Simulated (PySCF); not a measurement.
Compound: H8OSeSi3.
Geometry (PBE0-D3(BJ)/def2-SVP, Å), atoms numbered from 1 in this order:
```
atom  x, y, z in Å
Si1   -2.023    0.785   -0.148
O2    -1.110   -0.593   -0.354
Si3   -0.127   -1.686    0.402
Se4    1.521   -0.622    1.570
Si5    2.149    0.680   -0.205
H6    -2.052    1.515   -1.446
H7    -3.412    0.407    0.247
H8    -1.424    1.650    0.911
H9     0.458   -2.546   -0.661
H10   -0.873   -2.496    1.407
H11    3.494    1.227    0.129
H12    1.193    1.807   -0.416
H13    2.214   -0.145   -1.448
```

Method: PBE0-D3(BJ)/def2-SVP geometry optimisation, gas phase in PySCF.

Masses are those of the commonest isotopes; rigid-rotor values at the optimised geometry. The values belong to one conformer with, in the numbering `[SiH3:1][O:2][SiH2:3][Se:4][SiH3:5]`, Si1–O2–Si3–Se4 -51°, O2–Si3–Se4–Si5 -51°.

(1) What are A, B and C (MHz)?

(2) Classify the top.

(3) Is it planar, by Δ = Ic − Ia − Ib?

(4) List the rotational levels J(Ka,Kc) to J = 2 (MHz).

(5) Predict some low-J microwave lines.

(6) Estimate the classical rotational partition function at 10 K, 100 K and 298.15 K.

Results:

(1) Ia = 233.13, Ib = 541.88, Ic = 651.80 u·Å²; 505379 MHz·u·Å²/I gives A = 2168, B = 932.6, C = 775.4 MHz.

(2) An asymmetric top; Ray's κ = -0.774.

(3) Not planar: Δ = Ic − Ia − Ib = -123.21 u·Å². For a rigid frame Δ = −2 Σ m c², so Σ m c² = 61.61 u·Å² lies off the ab plane: 13.01 from hydrogen and 48.60 from heavier atoms. The atom farthest from that plane is 2.20 Å away.

(4) Above 0(0,0):
J = 1: 1(0,1) 1708, 1(1,1) 2943, 1(1,0) 3100
J = 2: 2(0,2) 5110, 2(1,2) 6202, 2(1,1) 6674, 2(2,1) 10379, 2(2,0) 10393
Those of J = 1 are B + C, A + C and A + B.

(5) The dipole components are |μa| = 0.63 D, |μb| = 0.40 D, |μc| = 0.16 D. Intensities carry the squares of the components, which stand as 1.00 : 0.40 : 0.06 (a : b : c). Some lines, for components of 0.1 D or more:

```tsv
type	branch	J(Ka,Kc)	MHz	lower level (cm⁻¹)
c	Q	3(1,3) ← 3(0,3)	903	0.340
a	Q	3(1,2) ← 3(1,3)	943	0.370
b	Q	1(1,0) ← 1(0,1)	1392	0.057
b	R	2(0,2) ← 1(1,1)	2167	0.098
c	R	1(1,0) ← 0(0,0)	3100	0.000
c	Q	3(2,2) ← 3(1,2)	3479	0.401
b	Q	3(2,1) ← 3(1,2)	3548	0.401
c	Q	2(2,1) ← 2(1,1)	3705	0.223
b	Q	2(2,1) ← 2(1,2)	4177	0.207
a	R	3(1,3) ← 2(1,2)	4880	0.207
a	R	3(2,1) ← 2(2,0)	5180	0.347
b	R	3(1,3) ← 2(0,2)	5972	0.170
c	R	3(1,2) ← 2(0,2)	6914	0.170
b	R	2(2,1) ← 1(1,0)	7279	0.103
c	R	2(2,0) ← 1(1,0)	7293	0.103
c	R	2(2,1) ← 1(1,1)	7436	0.098
c	R	3(2,2) ← 2(1,2)	9301	0.207
b	R	3(3,1) ← 2(2,0)	11687	0.347
c	R	3(3,0) ← 2(2,0)	11688	0.347
b	R	3(3,0) ← 2(2,1)	11702	0.346
```

(6) Point group C1, symmetry number σ = 1; q = (√π/σ)·√((kT/h)³/(ABC)), k/h = 20836.6 MHz/K: 4260 at 10 K, 135000 at 100 K, 693000 at 298.15 K.

Whether it is a minimum is left open (no frequencies). These are rigid-rotor constants of the computed structure; measured ground-state constants (B0) also hold zero-point vibration. A rigid rotor knows nothing of internal rotation, which can split or shift real lines.
